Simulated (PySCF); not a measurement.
C3H2F4, SMILES C(/C(F)(F)F)=C\F.

Geometry optimised at ωB97X-D3(BJ)/def2-SVP.

Calculation: ωB97X-D3(BJ)/def2-SVP run with PySCF.

Harmonic, unscaled wavenumbers; measured fundamentals usually lie a few per cent lower.

| mode | ν (cm⁻¹) | IR (km/mol) | moving atoms (share of kinetic energy) |
|---|---|---|---|
| 1 | 82 | 0.0 | F 44 %, C 35 %, H 22 % |
| 2 | 197 | 3.5 | F 72 %, C 23 % |
| 3 | 201 | 2.9 | F 47 %, C 27 %, H 25 % |
| 4 | 396 | 1.8 | F 83 %, C 16 % |
| 5 | 420 | 7.8 | F 57 %, C 36 % |
| 6 | 430 | 2.6 | F 65 %, C 31 % |
| 7 | 570 | 0.9 | F 78 %, C 17 % |
| 8 | 593 | 0.0 | F 74 %, C 20 % |
| 9 | 710 | 29.1 | F 68 %, C 28 % |
| 10 | 881 | 20.8 | H 52 %, C 43 % |
| 11 | 909 | 17.5 | F 51 %, C 33 %, H 16 % |
| 12 | 981 | 36.1 | H 82 %, C 17 % |
| 13 | 1155 | 288.4 | C 46 %, F 27 %, H 27 % |
| 14 | 1234 | 77.0 | C 44 %, H 35 %, F 21 % |
| 15 | 1238 | 320.4 | C 77 %, F 22 % |
| 16 | 1294 | 181.8 | C 64 %, H 22 %, F 14 % |
| 17 | 1342 | 20.3 | H 72 %, C 26 % |
| 18 | 1395 | 149.0 | C 81 %, H 10 %, F 10 % |
| 19 | 1815 | 200.0 | C 92 % |
| 20 | 3244 | 1.5 | H 92 %, C 8 % |
| 21 | 3253 | 3.9 | H 91 %, C 9 % |
